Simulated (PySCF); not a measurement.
SMILES C(c1cccs1)c1sccn1 at its GFN2-xTB optimised geometry (Å):

```
18

C      2.8784     1.4546     3.6736
C      3.0544     2.7499     3.3133
S      2.8456     2.9831     1.6230
C      2.5208     1.2967     1.3946
C      2.1768     0.7547     0.0425
C      0.7237     0.4290    -0.0059
N      0.2374    -0.7577     0.0000
C     -1.1162    -0.7577     0.0000
C     -1.6941     0.4700     0.0000
S     -0.4901     1.6980    -0.0022
C      2.5684     0.6221     2.5746
H      2.9656     1.1002     4.6850
H      3.2965     3.5905     3.9325
H      2.7337    -0.1653    -0.1485
H      2.4214     1.4926    -0.7239
H     -1.6365    -1.6980    -0.0009
H     -2.7337     0.7263     0.0008
H      2.3889    -0.4353     2.6528
```

Calculation: PBE0/def2-SVP run with PySCF. Cells within 0.4 Å of a nucleus heavier than hydrogen are left out (blank, or x).

Map of the electron localisation function on the plane z = 0.0 Å:

```
|0000000000000000000000000000000|
|0000000000000000000000000000000|
|0000000000000000000001222210000|
|0000000000000000000002344432000|
|0000000000023443100002445543100|
|0000000000246665300001234443100|
|0000000001368888520000112332100|
|0000000001479999730000000111000|
|0000000001478668730000000000000|
|0000010000361xx1630002310000000|
|0000577421460xx0630036752000000|
|00039999756841x3863446764100000|
|000699999758855886686xx44100000|
|000699999xx274374xx98xx45300000|
|000599999xxx51042xx883599720000|
|0001688864687226843557999971000|
|0000012126873576786116999982000|
|00000000144xx58xx66102999982000|
|00000000267xx68xx88500599960000|
|0000000289997468999710047410000|
|0000001799998227999720000000000|
|0000003999998104788610000000000|
|0000001899996001465200000000000|
|0000000499993000010000000000000|
|0000000026751000000000000000000|
|0000000000000000000000000000000|
|0000000000000000000000000000000|
|0000000000000000000000000000000|
|0000000000000000000000000000000|
|0000000000000000000000000000000|
|0000000000000000000000000000000|
```
Scale: ten equal steps from 0.000 (start of '0') to 1.000 (end of '9'), in the order '0123456789'; x runs from -5.00 to 5.00, y from -5.00 (bottom) to 5.00 (top).
